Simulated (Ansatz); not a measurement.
`[Cl][GeH2][I]` + CH₃SH → `C[S][GeH2][Cl]` + HI at 400 K and 1 bar (ligand exchange at a Ge–I bond).

Isolated molecules relaxed with PBE0-D4/def2-TZVP in Ansatz; ΔE leaves out vibrations. CCSD(T)/CBS is the MP2 limit (def2-TZVPP, def2-QZVPP) plus CCSD(T) − MP2 in def2-TZVPP, frozen cores. This one scheme is used for every species. def2 core potentials past Kr. For Ge, I outer-core shells are correlated without core-valence functions, which leaves a few kJ/mol of doubt a bond. Scalar relativity is left out up to krypton. One conformer a species, not always the lowest.

```csv
species,CCSD(T)/CBS energy (Eh),H − E (kJ/mol),S (J/(mol·K))
`[Cl][GeH2][I]`,-2834.60434,69.9,348.3
CH₃SH,-438.22835,138.7,269.4
`C[S][GeH2][Cl]`,-2974.78596,180.0,387.7
HI,-298.03592,25.7,215.0
```

H − E and S are ideal-gas, rigid-rotor, harmonic terms from PBE0-D4/def2-TZVP, for one conformer and one mirror image of each species. 1 Eh = 2625.50 kJ/mol, R = 8.31446 J/(mol·K).

Problem. By hand: ΔE, ΔH, ΔS and ΔG.

Solution. ΔE = (-2974.78596) + (-298.03592) − (-2834.60434) − (-438.22835) = 0.01081 Eh = 28.4 kJ/mol. Δ(H − E) = 180.0 + 25.7 − 69.9 − 138.7 = -2.9, so ΔH = 25.5 kJ/mol. ΔS = 387.7 + 215.0 − 348.3 − 269.4 = -15.0 J/(mol·K). ΔG = 25.5 − 400 × (-15.0)/1000 = 31.5 kJ/mol.

Problem. By hand: the equilibrium constant, and the temperature at which ΔG would vanish if ΔH and ΔS stayed fixed.

Solution. log₁₀ K = −ΔG/(RT ln 10) = -4.1. ΔH and −TΔS have one sign here, so there is no such temperature.

ΔH outweighs TΔS. A doubt of 5 kJ/mol in ΔE shifts log₁₀ K by 0.7 here. Other conformers and mirror images would add mixing entropy, several J/(mol·K) or more a flexible species. These are equilibria of isolated gas molecules and say nothing of rates. Largest T1 diagnostic: 0.010 (customary marks: 0.02 for closed shells, 0.045 for open ones).
